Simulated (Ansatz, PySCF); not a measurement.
Hf(NH2)2(SH)2 (H6HfN2S2), SMILES [SH][Hf]([NH2])([NH2])[SH], multiplicity 1. Atoms are numbered in the order given.

```xyz
11

Hf    -0.1029     0.0449    -0.0371
N      1.2055    -1.0097    -1.1564
H      1.8032    -1.7556    -0.8044
H      1.4243    -0.8570    -2.1391
N      0.7269     0.2308     1.7941
H      0.2414     0.1825     2.6878
H      1.7245     0.3316     1.9732
S     -0.4748     2.2576    -1.0615
H      0.3109     2.9150    -0.1787
S     -2.2566    -1.1427     0.1482
H     -1.7660    -2.3201    -0.3011
```
Charge 0, spin multiplicity 1.

Geometry optimised at PBE0-D3(BJ)/def2-SVP. The multiplicity is an assumed one; other spin states were not compared. The def2 effective core potentials stand for the cores of Hf; spin–orbit coupling is left out. Other conformers were not sampled.

Two levels are set side by side: PBE-D3(BJ)/def2-SVP (Ansatz, an electronic-structure program) and PBE0-D3(BJ)/def2-SVP (Ansatz). Each level has its own optimised geometry; the coordinates shown are those of the second. Frequencies come from the Hessian of PySCF at each geometry. Differences are taken from unrounded values.

```csv
quantity,PBE0-D3(BJ)
mean bond length (Å),1.575
bond Hf1–N2 (Å),2.019
bond Hf1–N5 (Å),2.019
bond Hf1–S8 (Å),2.467
bond Hf1–S10 (Å),2.466
bond N2–H3 (Å),1.018
bond N2–H4 (Å),1.018
bond N5–H6 (Å),1.018
bond N5–H7 (Å),1.018
bond S8–H9 (Å),1.352
bond S10–H11 (Å),1.352
highest harmonic wavenumber (cm⁻¹),3658
mean harmonic wavenumber (cm⁻¹),1075
zero-point energy (kcal/mol),41.50
```

**Question.** What does PBE-D3(BJ) give, and how far is it from PBE0-D3(BJ)? (An estimate is asked for; the answer gives what the named calculation found.)

**Answer.** 
```csv
quantity,PBE-D3(BJ),PBE-D3(BJ) minus PBE0-D3(BJ)
mean bond length (Å),1.585,0.010
bond Hf1–N2 (Å),2.031,0.011
bond Hf1–N5 (Å),2.031,0.012
bond Hf1–S8 (Å),2.475,0.009
bond Hf1–S10 (Å),2.475,0.009
bond N2–H3 (Å),1.027,0.009
bond N2–H4 (Å),1.027,0.009
bond N5–H6 (Å),1.027,0.009
bond N5–H7 (Å),1.027,0.009
bond S8–H9 (Å),1.364,0.011
bond S10–H11 (Å),1.364,0.011
highest harmonic wavenumber (cm⁻¹),3539,-119
mean harmonic wavenumber (cm⁻¹),1038,-37
zero-point energy (kcal/mol),40.08,-1.42
```

Exact exchange shortens and stiffens bonds; PBE has none. Differences between two approximate levels are no errors against the true value.
